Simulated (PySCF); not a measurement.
## Correlation energy of Cu⁺ (copper, charge +1)

Starting occupation: [Ar] 3d9 4s1, 3d3/2 with m_j = -3/2, -1/2, +1/2, +3/2, 3d5/2 with m_j = -3/2, -1/2, +1/2, +3/2, +5/2, 4s1/2 with m_j = +1/2. All numbers are calculated (PySCF 2.14, X2C-1e with screened-nucleus spin-orbit coupling, Gaussian nucleus, in x2c-TZVPall-2c with one added diffuse shell each of s, p, d type (7s8p5d1f, 63 functions)). Frozen: [Ne]; 18 electrons correlated; the 6 highest virtual spinors left out.

MP2 pair energies summed by pair of shells (mhartree):

| pair | energy | share (%) |
| --- | --- | --- |
| 3d-3d | -268.74 | 48.0 |
| 3d-3p | -164.27 | 29.4 |
| 3p-3p | -46.88 | 8.4 |
| 3d-3s | -35.83 | 6.4 |
| 3d-4s | -18.42 | 3.3 |
| 3p-3s | -18.22 | 3.3 |
| 3p-4s | -4.04 | 0.7 |
| 3s-3s | -2.81 | 0.5 |
| 3s-4s | -0.35 | 0.1 |

Total MP2 correlation energy: -559.55 mhartree.

The GHF reference relaxed away from the jj start to a determinant that is no pure jj level (⟨S²⟩ = 2.00, ⟨J²⟩ = 12.01); the energies belong to that determinant.

This basis was not built for core-valence correlation, so the inner-shell part is incomplete.
